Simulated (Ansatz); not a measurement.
Wavefunction ladder for C2H7FO2Si2, SMILES `O[SiH](O)/C=C\[SiH2]F`

Cartesian coordinates in Å:
```
O -2.678 0.875 0.664
Si -1.259 0.109 0.951
O 0.042 1.126 0.979
C -0.774 -1.049 -0.404
C 0.432 -1.013 -0.982
Si 1.900 0.095 -0.621
F 3.046 -0.520 -1.576
H -2.796 1.289 -0.194
H -1.461 -0.519 2.276
H 0.229 1.648 1.760
H -1.497 -1.787 -0.754
H 0.636 -1.727 -1.785
H 1.740 1.497 -1.067
H 2.440 -0.024 0.752
```

Total charge 0; spin multiplicity 1. The geometry is a stationary point of PBE0-D4/def2-TZVP. It is one conformer, not always the lowest. Frozen core, restricted reference, Ansatz. CBS rows extrapolate triple and quadruple zeta; past MP2 they add the triple-zeta difference.

```csv
basis,HF (Eh),MP2 corr.
def2-TZVPP,-907.17453,-1.28832
def2-QZVPP,-907.20864,-1.39217
```

Q: Estimate the CCSD correlation energy and the (T) correction in each basis where they were run (hartree).

A: 
```json
{"basis": "def2-TZVPP", "CCSD corr.": "-1.33084", "(T)": "-0.04999"}
{"basis": "CBS(def2)", "CCSD corr.": "-1.51162", "(T)": "as TZ"}
```
